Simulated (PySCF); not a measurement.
B(F)(NHMe)(OH) (CH5BFNO), SMILES CNB(O)F.

Geometry optimised at r2SCAN-D4/def2-SVP. The structure was generated by enumeration, and PubChem lists no compound with its InChIKey, so it may never have been made. One conformer was computed; it need not be the lowest.

Two levels are set side by side: TDA-PBE/def2-SVPD (PySCF) and TDA-ωB97X/def2-SVPD (PySCF). Vertical, same geometry. The lowest singlet is HOMO→LUMO 100 % with PBE and HOMO→LUMO 88 % with the other functional; states are paired by order. Differences are taken from unrounded values.

| quantity | TDA-ωB97X | TDA-PBE | TDA-PBE minus TDA-ωB97X |
|---|---|---|---|
| lowest singlet excitation (eV) | 6.89 | 5.40 | -1.49 |
| lowest triplet excitation (TDA) (eV) | 6.80 | 5.30 | -1.50 |
| first bright state (f over 0.05) (eV) | 9.29 | 7.88 | -1.41 |
| its oscillator strength | 0.26 | 0.11 | -0.15 |

Functionals without exact exchange tend to place singlet excitations lower, as here. Differences between two approximate levels are no errors against the true value.

Rough cost on one machine, each run with all the roots and properties that it gave: TDA-ωB97X against TDA-PBE about 3 times.
